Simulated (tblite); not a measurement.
Au$_{2}$, singlet, geometry from GFN2-xTB (such geometries of metal compounds can be far from the true shape); GFN1-xTB (tblite 0.6.0).

Input for tblite:
```
$ tblite run mol.xyz --method gfn1 --charge 0 --spin 0 --guess eeq --json tblite.json --no-restart

# file mol.xyz
2

Au    -0.00000000    -0.00000000    -1.24843889
Au     0.00000000     0.00000000     1.24843889
```

The log (banner, timings and long lists left out):

```
xTB calculator
 | screened Coulomb repulsion
 | Coulomb electrostatics
 |  * isotropic Klopman-Ohno-Mataga-Nishimoto electrostatics
 |  * onsite third-order electrostatics
 | DFT-D3(BJ) dispersion correction

halogen bonding energy    0.0000000000000E+00 Eh
repulsion energy          2.3221278883127E-03 Eh
dispersion energy        -4.5263806916348E-04 Eh
number of electrons       2.2000000000000E+01 e
integral cutoff           2.9451784168471E+01 bohr

------------------------------------------------------------
  cycle        total energy    energy error   density error
------------------------------------------------------------
      1     -7.898607701037  -7.9004772E+00   8.3424299E-01
      2     -7.900616475484  -2.0087744E-03   4.8095335E-01
      3     -7.902112835816  -1.4963603E-03   1.6736696E-02
      4     -7.902115806021  -2.9702051E-06   4.6316539E-03
      5     -7.902116027387  -2.2136610E-07   1.1040841E-03
      6     -7.902116041323  -1.3935749E-08   1.6193637E-05
------------------------------------------------------------

electronic energy        -7.9039855311419E+00 Eh
total energy             -7.9021160413227E+00 Eh

Post processing:
 | Mayer-Wiberg bond orders

[Info] JSON dump of results written to 'tblite.json'
```
